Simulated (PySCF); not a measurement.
C3H10FNSi, singlet, at a GFN2-xTB geometry, atoms displaced at random by about 0.08 Å a coordinate.

PySCF was given this input:
```python
from pyscf import gto, scf, dft

mol = gto.Mole()
mol.atom = '''
    Si    0.70831460    0.48742127   -0.02639335
    C     2.09209065   -1.05981197    0.55334167
    F     0.86707304    0.54651671   -1.48399327
    N    -0.87945399   -0.13958876    0.11563160
    C    -1.86797275    0.58892491   -0.48700430
    C    -1.56054361   -0.75030425    1.40303287
    H     0.97323913    1.73691768    0.43016452
    H     1.61548763   -1.89657902    0.27796343
    H     2.84597002   -0.74429744    0.17647374
    H     1.97005564   -1.20162130    1.52548062
    H    -2.66192624   -0.15554588   -0.82630598
    H    -2.46925320    1.35635427    0.06200451
    H    -1.53202424    1.09645795   -1.50614150
    H    -0.52026934   -1.39183134    1.85313338
    H    -1.89005354   -0.09374963    2.03884505
    H    -2.27340540   -1.52375916    1.21237281
'''
mol.basis = 'sto-3g'
mol.verbose = 4
mol.build()

mf = dft.RKS(mol)
mf.xc = 'tpss'
mf.kernel()
g = mf.nuc_grad_method()
grad = g.kernel()
```

Q: Predict the HOMO energy from TPSS/STO-3G, gradient (PySCF).

A: -2.13 eV

Q: Predict the dipole moment from TPSS/STO-3G, gradient.

A: 1.38 D

Q: Give the Mulliken (on the basis functions themselves) charges in atom order at the level TPSS/STO-3G, gradient.

A: Si1 0.93, C2 -0.45, F3 -0.26, N4 -0.42, C5 -0.10, C6 -0.14, H7 -0.16, H8 0.09, H9 0.10, H10 0.08, H11 0.05, H12 0.04, H13 0.04, H14 0.04, H15 0.09, H16 0.09

Q: Predict the HOMO-LUMO gap from TPSS/STO-3G, gradient.

A: 6.70 eV

Q: Give the total energy at the level TPSS/STO-3G, gradient.

A: -557.402670 Ha
